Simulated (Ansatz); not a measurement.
Two isomers of C4H4F6O: A = `FCC(F)(F)OCC(F)(F)F`, B = `FCC(F)(F)OC(F)C(F)F`.

Isolated molecules relaxed with PBE0-D4/def2-TZVP in Ansatz; ΔE leaves out vibrations. CCSD(T)/CBS is the MP2 limit (def2-TZVPP, def2-QZVPP) plus CCSD(T) − MP2 in def2-TZVPP, frozen cores. Functionals use def2-TZVPP. One conformer a species, not always the lowest.

Q: Which is lower in electronic energy at CCSD(T)/CBS, and by how much? (Best estimate.)

A: Computed: A, by 41.0 kJ/mol.

Q: Give E(B) − E(A) in kJ/mol with BLYP-D4, r2SCAN-D4, B2PLYP, ωB97M-V, MP2/def2-TZVPP, CCSD(T)/def2-TZVPP, CCSD(T)/def2-SVP. (Best estimate.)

A: The calculation gave: BLYP-D4 34.1, r2SCAN-D4 43.6, B2PLYP 40.0, ωB97M-V 42.0, MP2/def2-TZVPP 43.2, CCSD(T)/def2-TZVPP 41.3, CCSD(T)/def2-SVP 48.6. None reverses the order clearly.

Largest T1 diagnostic: 0.012.

Leaving LDA and LC-ωPBE aside and taking each functional with its dispersion term where it has one, the values, not all of them listed here, spread over 11.5 kJ/mol, from BLYP-D4 to r2SCAN0-D4. LDA lies +6.3 kJ/mol from PBE without D4. From PBE to PBE0 (25 % exact exchange), in def2-TZVPP and without D4, E(B) − E(A) moves by +3.5 kJ/mol.
